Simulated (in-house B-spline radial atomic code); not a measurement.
## Ionising Ce II (Ce+) with different functionals

Computed with an all-electron radial atomic-structure program (B-spline basis): four-component Dirac-Coulomb Hamiltonian, Fermi nucleus of rms radius 4.8771 fm, spin-restricted, spherical fractional occupations for the functionals. The ionisation energy is the difference of two self-consistent energies, [Xe] 4f1 5d2 → [Xe] 4f2, without Breit or QED terms; ε is the level of the shell that loses the electron (mean over j). The two configurations differ by more than the removed electron. The electron is taken from both j subshells in proportion to 2j + 1, so the result is a j average, not the step between ground levels.

Hybrids are left out here: with spherical fractional occupations of an open shell their exact exchange keeps a self-interaction that integer-occupation calculations don't have.

```csv
method,rung,ΔSCF (eV),-ε(5d) (eV)
LDA VWN5,LDA,9.60,7.41
relativistic LDA,LDA,9.50,7.41
LDA PW92,LDA,9.61,7.41
LDA exchange-only,LDA,8.91,6.39
PBE,GGA,9.57,7.21
PBEsol,GGA,9.46,7.19
BLYP,GGA,9.60,7.15
RPBE,GGA,9.56,7.14
PW91,GGA,9.59,7.24
BP86,GGA,9.59,7.33
AM05,GGA,9.36,7.16
OLYP,GGA,9.16,7.01
```

Task: Among the functionals, which spreads more, the ΔSCF values or the orbital energies?

Result: The orbital energies: ΔSCF values span about 0.69 eV and the orbital energies 1.03 eV.

Task: How do they compare with the NIST value?

Result: NIST lists 10.96 eV ± 0.02 (semi-empirical, ground level to ground level). Errors run from -2.04 to -1.35 eV. The correlated functionals all miss on the same side by more than they spread, so the cause is common to them (Breit-QED terms, spin polarisation, the choice among j levels, multiplet and fine-structure energies, or a listed next ion that isn't the cheapest removal here) and closeness doesn't rank the functionals.
